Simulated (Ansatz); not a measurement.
`[CH3][In]([Cl])[C]#N` and `[CH3][In]([OH])[Cl]` differ in one atom or group.

Ansatz, PBE0-D4/def2-TZVP geometries, multiplicity 1. Each molecule was computed in one conformer, which needn't be the lowest.

Elements past krypton have def2 core potentials.

```tsv
property	`[CH3][In]([Cl])[C]#N`
LUMO energy (B3LYP/def2-TZVPP) / eV	-2.54
size of the dipole moment (PBE/def2-TZVPP) / D	4.75
LUMO energy (ωB97M-V/def2-TZVPP) / eV	-0.61
HOMO–LUMO gap (PBE/def2-TZVPP) / eV	4.42
HOMO energy (ωB97M-V/def2-TZVPP) / eV	-11.00
LUMO energy (PBE0/def2-TZVPP) / eV	-2.26
```

(1) Give the same properties after the change, and the shifts. (Best estimate.)

Results:

(1) The calculation gave: 
```csv
property,`[CH3][In]([OH])[Cl]`,shift
LUMO energy (B3LYP/def2-TZVPP) / eV,-1.63,0.91
size of the dipole moment (PBE/def2-TZVPP) / D,4.38,-0.37
LUMO energy (ωB97M-V/def2-TZVPP) / eV,0.41,1.02
HOMO–LUMO gap (PBE/def2-TZVPP) / eV,4.70,0.28
HOMO energy (ωB97M-V/def2-TZVPP) / eV,-10.43,0.57
LUMO energy (PBE0/def2-TZVPP) / eV,-1.29,0.97
```

With PBE0 the HOMO rises by 0.57 eV and the LUMO rises by 0.97 eV, so the gap widens by about 0.40 eV. PBE moves the HOMO by 0.55 eV and ωB97M-V by 0.57 eV. Dipoles are sizes alone; their direction can turn.

B3LYP here is the variant with VWN-RPA as its local correlation; programs differ in this.
